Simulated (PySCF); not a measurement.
Molecule: `InChI=1S/C4H9F3N2/c5-4(6,7)3(9)1-2-8/h3H,1-2,8-9H2/t3-/m1/s1`.

Cartesian coordinates in Å; atom numbers follow the order of the lines, from 1:
```xyz
18

N     2.216    0.077   -0.508
C     1.535   -0.133    0.759
C     0.330   -1.052    0.553
C    -0.653   -0.503   -0.489
N    -1.383   -1.589   -1.106
C    -1.617    0.511    0.150
F    -2.335   -0.039    1.148
F    -1.023    1.597    0.663
F    -2.515    0.960   -0.747
H     2.590   -0.801   -0.855
H     2.989    0.721   -0.393
H     2.180   -0.581    1.534
H     1.209    0.844    1.123
H     0.674   -2.016    0.175
H    -0.178   -1.217    1.504
H    -0.085    0.027   -1.262
H    -1.948   -2.077   -0.419
H    -1.994   -1.252   -1.841
```

Frames of a GFN2-xTB Langevin trajectory at 600 K; GIAO PBE0/pcSseg-1 shieldings in PySCF 2.14.0 with density-fitted response routines, gas phase, non-relativistic; equivalent atoms averaged within each frame.

Referencing at the same level of theory: NH3 for $^{15}$N (σref 267.73); $^{13}$C (σref 186.93), $^{1}$H (σref 31.72) against TMS; CFCl3 for $^{19}$F (σref 170.95). The references are static minima.

**Question.** How do the shifts (ppm) fluctuate along the trajectory?

**Answer.** 
```tsv
time (fs)	N5	N1	C6	C4	C2	C3	F7/F8/F9	H16	H13	H12
250	53.6	44.5	131.0	56.4	49.4	38.3	-93.5	4.69	4.63	3.06
425	50.0	43.6	138.8	59.8	49.1	54.0	-93.7	3.35	3.82	2.84
625	56.6	39.0	125.5	42.7	51.0	49.2	-105.8	1.83	3.81	3.46
800	48.3	54.3	134.1	58.4	39.7	48.3	-94.9	2.99	1.43	2.47
1000	46.0	23.0	141.1	61.2	53.1	41.7	-82.7	4.01	3.94	4.15
mean of frames	50.9	40.9	134.1	55.7	48.4	46.3	-94.1	3.37	3.53	3.20
standard deviation	4.2	11.4	6.2	7.5	5.1	6.3	8.2	1.08	1.22	0.64
```

5 frames give an uncertainty of the mean of about the standard deviation over 2.2 at best, since frames this close in time may not be independent; classical motion lacks zero-point vibration, and the reference would need the same averaging.
